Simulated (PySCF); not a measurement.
A PySCF script (with the pyscf-properties extension) for the NMR shieldings of SMILES FC(F)(F)c1nnsc1[SiH3], C₃H₃F₃N₂SSi, on a GFN2-xTB geometry:

```python
import basis_set_exchange as bse
import numpy as np
from pyscf import gto, dft
from pyscf.prop import nmr

atoms = """
F    -0.008876   -1.836569   -1.309380
C     0.711671   -1.578859   -0.198700
F     1.818403   -2.310347   -0.275743
F    -0.014949   -2.071031    0.825697
C     0.972019   -0.119349   -0.036565
N     2.226303    0.360701   -0.006136
N     2.298282    1.602850    0.134771
S     0.814887    2.333801    0.246928
C    -0.010979    0.843409    0.092644
Si   -1.896371    0.698667    0.120102
H    -2.359926    1.590579   -0.942018
H    -2.292641    1.176035    1.444220
H    -2.262212   -0.689401   -0.113546
"""
names = dict.fromkeys(["F", "C", "N", "S", "Si", "H"], "pcSseg-1")
basis = {el: gto.basis.parse(bse.get_basis(n, elements=[el], fmt="nwchem")) for el, n in names.items()}
mol = gto.M(atom=atoms, basis=basis, charge=0, verbose=0)
mf = dft.RKS(mol, xc="PBE0")
mf.grids.level = 2
mf.grids.alignment = dft.numint.BLKSIZE   # the property module wants whole blocks of grid points
mf.conv_tol = 1e-9
mf.kernel()

calc = nmr.RKS(mf)   # GIAO
C = mf.mo_coeff
Co = C[:, mf.mo_occ > 0]
resp = mf.gen_response(singlet=True, hermi=2)
def vind(x):   # induced exchange potential for any number of trial vectors
    d = np.einsum("pi,xij,qj->xpq", C, 2 * x.reshape(-1, C.shape[1], Co.shape[1]), Co, optimize=True)
    return np.einsum("xpq,pi,qj->xij", resp(d - d.transpose(0, 2, 1)), C, Co, optimize=True).ravel()
mo1, _ = nmr.rhf.solve_mo1(calc, with_cphf=vind)
sigma = calc.kernel(mo1)
for i, s in enumerate(sigma):   # ppm
    w = np.linalg.eigvalsh((s + s.T) / 2)
    print("%2d %-2s iso %8.1f  s11 %8.1f  s22 %8.1f  s33 %8.1f" % (i, mol.atom_pure_symbol(i), w.mean(), *w))
```

Problem. Give the expected output.

Solution. 
```
 0 F  iso    228.1  s11    150.1  s22    211.4  s33    322.8
 1 C  iso     55.9  s11     43.8  s22     55.1  s33     68.8
 2 F  iso    260.3  s11    185.8  s22    254.7  s33    340.3
 3 F  iso    228.3  s11    150.3  s22    211.1  s33    323.6
 4 C  iso     27.1  s11    -33.4  s22     40.1  s33     74.5
 5 N  iso   -198.1  s11   -581.9  s22   -180.2  s33    167.6
 6 N  iso   -204.0  s11   -564.5  s22   -184.2  s33    136.8
 7 S  iso    -97.4  s11   -505.5  s22    102.4  s33    110.8
 8 C  iso     25.5  s11    -70.4  s22    -13.8  s33    160.7
 9 Si iso    433.0  s11    415.5  s22    432.7  s33    450.8
10 H  iso     26.9  s11     22.9  s22     25.4  s33     32.3
11 H  iso     26.9  s11     23.2  s22     25.2  s33     32.3
12 H  iso     26.7  s11     21.6  s22     27.8  s33     30.6
```

These numbers come from an equivalent density-fitted implementation of the same equations, which agrees with the script to about 0.01 ppm for H and up to a few tenths of a ppm for heavy atoms, so last digits may differ.

Problem. Turn these shieldings into chemical shifts. References, each an isolated molecule treated in the same way: CFCl3 for ¹⁹F (σ = 170.95 ppm); ¹³C (σ = 186.93 ppm), ²⁹Si (σ = 349.16 ppm), ¹H (σ = 31.72 ppm) vs TMS; ¹⁵N (σ = 267.73 ppm) vs NH3; ³³S (σ = 503.73 ppm) vs CS2.

Solution. Averaging equivalent atoms: F 0/2/3: -68.0; C 8: 161.4; C 4: 159.8; C 1: 131.0; N 6: 471.7; N 5: 465.9; S 7: 601; Si 9: -83.9; H 10/11/12: 4.91 ppm. Unscaled 19F shifts against computed CFCl3 carry errors that often reach 10 to 50 ppm. Experimental scales use liquid or dissolved standards, which lie at an offset from isolated NH3 (liquid NH3: subtract about 20 ppm). Unscaled 15N shifts of sp2 nitrogen come out 20 to 40 ppm too high even then.

Size and cost of the density-fitted run: 199 basis functions, roughly 100 core-seconds.
